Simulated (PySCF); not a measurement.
C2H6F2Si2, SMILES F/C=C(/[SiH3])[SiH2]F.

Geometry: TPSSh-D3(BJ)/def2-SVP. The structure was generated by enumeration; whether it is a known compound was not checked. Other conformers were not sampled.

Two levels are set side by side: PBE/def2-TZVP (PySCF) and B3LYP/def2-TZVP (PySCF). Same geometry, gas phase. Differences are taken from unrounded values.

```tsv
quantity	B3LYP	PBE	PBE minus B3LYP
orbital gap (eV)	6.59	4.87	-1.72
highest occupied level (eV)	-7.86	-6.88	0.98
lowest empty level (eV)	-1.27	-2.01	-0.74
dipole moment (D)	1.60	1.55	-0.04
mean polarisability (bohr³)	75.0	77.9	2.9
```

PBE's occupied levels lie high since its potential decays too fast outside the molecule; exact exchange lowers them and widens the gap. PBE's more diffuse valence density responds more strongly to a field. Differences between two approximate levels are no errors against the true value.

Rough cost on one machine, each run with all the roots and properties that it gave: B3LYP against PBE within a factor of 2.
